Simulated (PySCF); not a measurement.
FH₆NOSi₂, SMILES [SiH3]N[Si@@H](F)O.

Geometry optimised at PBE0-D3(BJ)/def2-SVP. The structure was generated by enumeration; whether it is a known compound was not checked. The values are those of a single conformer.

Computed with SMD-ωB97X/6-31G* (PySCF).

Solvation free energies are E(SMD) − E(gas) at the gas-phase geometry, for 1 M in both phases. In vacuum the dipole moment is 2.97 D.

Estimate the solvation free energies in water, ethanol, ethylethanoate. (The exact figures need the calculation; the answer reports its results.)


```csv
solvent,ΔG(solv) (kcal/mol),its non-electrostatic (CDS) part,dipole (D)
water,-5.1,4.2,3.63
ethanol,-7.9,0.7,3.59
ethylethanoate,-5.0,-0.3,3.37
```
